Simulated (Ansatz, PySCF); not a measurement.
System: CH$_{3}$Mg, charge 0, doublet. CH3Mg (SMILES [Mg][CH3], doublet).
B3LYP-D3(BJ)/def2-TZVP minimum from Ansatz (a quantum-chemistry and plane-wave program):
```xyz
5

Mg    -0.6872    -0.3966    -0.5519
C      0.8270     0.4772     0.6641
H      1.3509    -0.2981     1.2286
H      0.3829     1.1853     1.3681
H      1.5509     1.0082     0.0409
```
Charge 0, spin multiplicity 2.

Atomisation energy term by term, kcal/mol (programs: Ansatz). Radicals and triplets start from unrestricted determinants; spin-orbit coupling is neglected. Cores are frozen in correlated methods. No relativity. CBS(X,Y): correlation extrapolated as X^-3, Hartree-Fock from the larger set. A bracket is a step between two methods taken in the basis named. For partners of very few electrons the exact lower level stands in for a higher one. The spin of CH3Mg ([CH3][Mg], doublet) was assumed, and the state is the lowest solution found for it.

```csv
term,basis,kcal/mol
Hartree-Fock,def2-QZVPP,256.08
CCSD correlation,"CBS(def2-TZVPP,def2-QZVPP)",73.27
(T),"CBS(def2-TZVPP,def2-QZVPP)",4.71
CCSDT(Q) - CCSD(T),def2-TZVPP,0.25
CCSDTQ - CCSDT(Q),def2-SVP,-0.01
minus zero-point energy,Hessian by PySCF at B3LYP-D3(BJ)/def2-TZVP,-20.96
sum: D0,,313.3
```

The step beyond CCSD(T) by other levels: CCSDTQ in def2-SVP 0.33; CCSDT(Q) in def2-SVP 0.34 kcal/mol.
